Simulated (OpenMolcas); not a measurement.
## I⁵⁺: effect of the basis set

```
Program             : OpenMolcas
Method              : SS-CASPT2, IPEA 0.25 Eh, imaginary shift 0.1 Eh (closed shells correlated: 4d)
Active space        : 2 electrons in 8 orbitals (5s 5p 6s 6p)
State averaging     : 2S+1 = 3 even, 3 roots; 2S+1 = 1 even, 7 roots; 2S+1 = 3 odd, 3 roots; 2S+1 = 1 odd, 3 roots
Spin-orbit coupling : state interaction with AMFI integrals over the reference wave functions, term energies averaged over their components
```

A. ANO-RCC-VTZP [7s6p4d2f1g], DKH2, point nucleus; CASPT2 step of the order of 4 core-seconds
B. ANO-R2 [7s6p4d2f1g], X2C, finite nucleus; CASPT2 step roughly 5 core-seconds
C. ANO-RCC-VQZP [8s7p5d3f2g], DKH2, point nucleus; CASPT2 step about 9 core-seconds
D. ANO-RCC [10s9p8d5f3g], DKH2, point nucleus; CASPT2 step of the order of 25 core-seconds

Energies in cm-1 above 5s2 1S0, the measured ground level; measured values from the list in Rauch et al., Astron. Astrophys. 606, A105 (2017).

| Level | A | B | C | D | Measured |
| --- | --- | --- | --- | --- | --- |
| 5s2 1S0 | 0.0 | 0.0 | 0.0 | 0.0 | 0.0 |
| 5s 5p 3P* 0 | 86170 | 85360 | 86010 | 85680 | 85666 |
| 5s 5p 3P* 1 | 89580 | 88620 | 89160 | 88910 | 89262 |
| 5s 5p 3P* 2 | 99170 | 97760 | 97920 | 97990 | 99685 |
| 5s 5p 1P* 1 | 125880 | 124170 | 124560 | 124360 | 127424 |
| 5p2 3P0 | 201870 | 199590 | 201010 | 200410 | 200085 |
| 5p2 3P1 | 209390 | 206690 | 207760 | 207480 | 208474 |
| 5p2 1D2 [59 %] | 210560 | 207830 | 208780 | 208340 | 209432 |
| 5p2 3P2 [59 %] | 222660 | 219400 | 219960 | 219940 | 221984 |
| 5p2 1S0 | 244440 | 241370 | 241980 | 241600 | 245658 |

Deviations, from unrounded energies. A percentage is the sum of absolute deviations over the sum of measured energies, with the sign that they share, or ± where signs differ.

```
           Against measurement  Levels     A     B     C     D
mean absolute deviation (cm-1)       9   960  1900  1500  1500
      other configurations (%)       9  ±0.6  -1.1  ±0.9  ±0.9
```

A lies closest to measurement on these levels and B furthest from it. The largest miss of A in the table is 5p2 3P0, by +1800 cm-1. The ranking rests on the paired levels alone, and a cruder setting can come out closer through cancelling errors.

Among A to D the level of the table that moves most is 5p2 3P2 [59 %], by 3300 cm-1 (lowest in B, highest in A). Moves below CASPT2's spread within the term are not significant.

Term energies are means over components that CASPT2 splits; among the terms shown or strongly mixed into the levels shown the widest spread is 200 cm-1 (5p2 1D, D). Over all roots computed the reference weight is 0.88 to 0.95 in A, 0.88 to 0.95 in B, 0.88 to 0.95 in C, 0.88 to 0.95 in D; the roots of lowest weight are the least certain, and an intruder state may touch them. Active for correlation alone: 6p 6s; no level in the range computed is led by a configuration that fills them, so any true level of that kind is missing. The ¹D term of p² mixes with s d, which this space lacks. Measured partners are found by configuration, term and J. A level has none where our copy of the source lacks it or the pairing is in doubt (some pairs that miss far off the trend of their configuration count as doubtful), and it then counts in no deviation. Only configurations of the active space appear.

A share in square brackets marks a mixed level and gives the weight of the term that names it, the lowest over the columns. * marks odd parity.
